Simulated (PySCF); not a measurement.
Problem. Write Cartesian coordinates for `CO[C@H](F)C(=O)[O-]` as optimised with PBE0/6-31+G*. (Charge -1.)

Solution. 
```
atom  x, y, z in Å
C1    -1.2341   -0.1168   -0.7806
O2    -0.9052   -0.4098    0.5650
C3     0.3036    0.1044    1.0104
F4     0.1218    1.4776    1.2771
C5     1.4955   -0.1176    0.0284
O6     1.6321    0.7277   -0.8810
O7     2.1353   -1.1678    0.2691
H8    -1.1921    0.9604   -0.9756
H9    -0.5543   -0.6211   -1.4775
H10   -2.2556   -0.4854   -0.9236
H11    0.4913   -0.3700    1.9763
```

Any rigid rotation of these coordinates is as good. Atoms count from 1 in this order. C5 (carboxylate carbon) is planar (angles 130.6°, 116.5° and 112.9°, sum 359.9°, 0.02 Å off the plane of its three neighbours). Of the pairs four or more bonds apart, C5···H9 is among the closest relative to their van der Waals radii: 2.59 Å, 89 % of the sum of Bondi's values. The 4 C–O bonds span 1.249 Å (C5=O6, drawn double in one of several resonance forms) to 1.416 Å (C1–O2, drawn single), a spread of 0.167 Å.

Bonds between heavy atoms (Å): C1–O2 1.416, O2–C3 1.387, C3–F4 1.411, C3–C5 1.560, C5=O6 1.249, C5–O7 1.253.

The calculation used PBE0/6-31+G* geometry optimisation, gas phase (PySCF).

Point group: C1 (no symmetry element, even within 0.4 Å). No frequency check. The structure is a single PBE0/6-31+G* conformer in the gas phase; no vibrational or solvent corrections. Torsions: C1–O2–C3–F4 78°, O2–C3–C5–O6 85°.
